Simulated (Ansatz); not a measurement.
Frontier orbitals of `N#[C][GeH]([F])[F]`.

Total charge 0; spin multiplicity 1. Correlated methods include outer-core shells of Ge, which these sets cover unevenly. Scalar relativity is left out up to krypton. All single points use the PBE0-D4/def2-TZVP geometry. Basis def2-TZVPP, the Gaussian-basis code of Ansatz.

| functional | HOMO (eV) | LUMO (eV) | gap (eV) |
| --- | --- | --- | --- |
| LDA (SPW92) | -9.23 | -2.80 | 6.43 |
| PBE | -9.09 | -2.49 | 6.60 |
| BLYP | -9.02 | -2.38 | 6.64 |
| PBE0 | -10.76 | -1.55 | 9.21 |
| LC-ωPBE | -13.69 | 0.80 | 14.49 |
| ωB97M-V | -13.09 | 0.55 | 13.64 |

(1) What is the vertical ionisation energy at frozen-core CCSD(T)/def2-TZVPP? (Estimate.)

Results:

(1) Computed: 13.63 eV (T1 of the cation 0.020).

A quarter of exact exchange (PBE0) shifts PBE's HOMO by −1.67 eV and its LUMO by +0.94 eV; full exchange at long range (ωB97M-V) shifts them by −4.00 and +3.04 eV. The gap opens from 6.60 to 13.64 eV, since occupied levels lose self-interaction and empty ones feel all the electrons. A positive LUMO is unbound and depends on the basis. −ε(HOMO) differs from that ionisation energy by −4.54 eV with PBE and −0.54 eV with ωB97M-V.

LC-ωPBE has ω = 0.4 bohr⁻¹.
